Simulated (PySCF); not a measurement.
**Computed properties of SnI2, SMILES [I][Sn][I]**

SnI₂, SMILES [I][Sn][I] (connectivity only; charge and spin as stated), neutral, multiplicity 1. Coordinates come from a ωB97X-D3(BJ)/def2-SVP optimisation. The isomer is the one that the SMILES or the coordinates give; other isomers of the formula were not compared. The def2 effective core potentials stand for the cores of I, Sn; spin–orbit coupling is left out. The values are those of a single conformer. All values are computed for the isolated molecule unless a solvent is named; none is compared with measurement here.

**Structure.** The optimised structure has C2v symmetry. All 3 harmonic modes at ωB97X-D3(BJ)/def2-SVP (PySCF) are real, so it is a minimum. With heavy atoms numbered as in [Sn:1]([I:2])[I:3], the shortest bond between them is Sn1–I3 at 2.685 Å and the longest Sn1–I2 at 2.685 Å.

**Vibrations.** The strongest infrared lines (harmonic, unscaled, degenerate partners summed) lie at 218 cm⁻¹ (55 km/mol, Sn 55 %, I 45 %), 220 cm⁻¹ (20 km/mol, Sn 50 %, I 50 %). The softest mode is at 65 cm⁻¹ and the zero-point energy is 0.7 kcal/mol.

**Electronic structure.** r2SCAN/def2-TZVPD (PySCF) places the frontier levels at -6.52 and -3.80 eV, a gap of 2.72 eV, and gives a dipole moment of 2.17 D and a mean polarisability of 120.0 bohr³.

**Excitations.** TDA-ωB97X/def2-SVPD (PySCF) has S1 at 3.07 eV (404 nm, f = 0.012, weak); the most intense of the 10 singlets computed lies at 5.33 eV (f = 0.19). T1 (TDA) is at 2.34 eV, 0.73 eV under S1.
